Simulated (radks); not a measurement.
Values are calculated unless marked as measured or tabulated.
Question: Species: Mo16+. Configuration: [Ar] 3d8. Level of theory: scalar-relativistic Kohn-Sham, LDA (Slater exchange, Perdew-Wang correlation), spin-unpolarised, spherical densities, point nucleus (a radial shooting solver on a logarithmic mesh with Libxc functionals). Some entries of the table are withheld. Estimate them.

| orbital | occ. | eigenvalue (hartree) | <r^2> (bohr^2) | <r> (bohr) |
|---|---|---|---|---|
| 1s | 2 | -743.7725 | 0.001672 | (1) |
| 2s | 2 | -118.7928 | (2) | 0.1536 |
| 2p | 6 | -108.0261 | 0.02185 | 0.1337 |
| 3s | 2 | -32.16153 | 0.1988 | 0.4173 |
| 3p | 6 | -28.61293 | 0.1992 | (3) |
| 3d | 8 | -22.95173 | (4) | 0.3882 |

Answer: 
(1) 1s <r> (bohr): 0.03520
(2) 2s <r^2> (bohr^2): 0.02780
(3) 3p <r> (bohr): 0.4147
(4) 3d <r^2> (bohr^2): 0.1783
